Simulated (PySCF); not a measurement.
**Complete the spectrum of [C3H11ClPSi]+**

Species: C3H11ClPSi (charge +1).
InChI=1S/C3H11ClPSi/c4-2-1-3-6-5/h1-3,6H2,5H3/q+1

Computed with TDDFT PBE0/def2-SVPD, vertical, gas phase, core orbitals frozen in the response (PySCF 2.14.0, density-fitted response routines). One conformer (not necessarily the lowest) at the PBE0-D3(BJ)/def2-SVP geometry, without solvent, vibrations or thermal averaging. Torsions of this conformer, `[PH3+:1][SiH2:2][CH2:3][CH2:4][CH2:5][Cl:6]`: P1–Si2–C3–C4 88°, Si2–C3–C4–C5 -72°, C3–C4–C5–Cl6 64°.

Lowest singlets, with some entries withheld (?).

```json
{"state": "S1", "ν̃ (cm⁻¹)": "52250", "f": "0.0004", "main configurations (H = HOMO, L = LUMO)": "H→L (70%), H-1→L (28%)"}
{"state": "S2", "ν̃ (cm⁻¹)": "?", "f": "?", "main configurations (H = HOMO, L = LUMO)": "?"}
{"state": "S3", "ν̃ (cm⁻¹)": "55140", "f": "0.0023", "main configurations (H = HOMO, L = LUMO)": "H→L+1 (55%), H-1→L+1 (33%)"}
{"state": "S4", "ν̃ (cm⁻¹)": "55300", "f": "0.014", "main configurations (H = HOMO, L = LUMO)": "H-1→L+1 (46%), H→L+1 (42%), H→L+2 (9%)"}
{"state": "S5", "ν̃ (cm⁻¹)": "56520", "f": "0.0040", "main configurations (H = HOMO, L = LUMO)": "H-1→L+2 (62%), H→L+2 (19%), H-1→L+1 (16%)"}
{"state": "S6", "ν̃ (cm⁻¹)": "56970", "f": "0.058", "main configurations (H = HOMO, L = LUMO)": "H→L+2 (53%), H-1→L+2 (25%), H-2→L (15%)"}
{"state": "S7", "ν̃ (cm⁻¹)": "57610", "f": "0.057", "main configurations (H = HOMO, L = LUMO)": "H-2→L (80%), H→L+2 (10%)"}
{"state": "S8", "ν̃ (cm⁻¹)": "59450", "f": "0.0017", "main configurations (H = HOMO, L = LUMO)": "H-2→L+1 (78%), H-2→L+2 (15%)"}
{"state": "S9", "ν̃ (cm⁻¹)": "?", "f": "?", "main configurations (H = HOMO, L = LUMO)": "?"}
{"state": "S10", "ν̃ (cm⁻¹)": "60610", "f": "0.011", "main configurations (H = HOMO, L = LUMO)": "H→L+4 (51%), H→L+3 (40%)"}
```

Fill in the withheld entries.

- S2: ν̃ = 52780 cm⁻¹; f = 0.0024; H-1→L (70%), H→L (28%)
- S9: ν̃ = 60290 cm⁻¹; f = 0.022; H-1→L+4 (50%), H-1→L+3 (32%)

What is the vertical ionisation energy by ΔSCF at this level?

14.63 eV; −ε(HOMO) is 12.66 eV.

Where do the lowest triplets lie (Tamm–Dancoff)?

T1 6.29 eV, H→L (75%), H-1→L (14%); T2 6.41 eV, H-1→L (68%), H→L (13%), H-1→L+4 (8%); T3 6.54 eV, H→L+1 (44%), H→L+2 (19%), H-1→L+1 (17%); T4 6.69 eV, H-1→L+1 (26%), H-2→L (18%), H→L+1 (18%). E(S1) − E(T1) = +0.19 eV.

What is the mean static polarisability from the same response equations?

97.4 au (14.44 Å³), with principal values 81.8, 98.0 and 112.6 au.
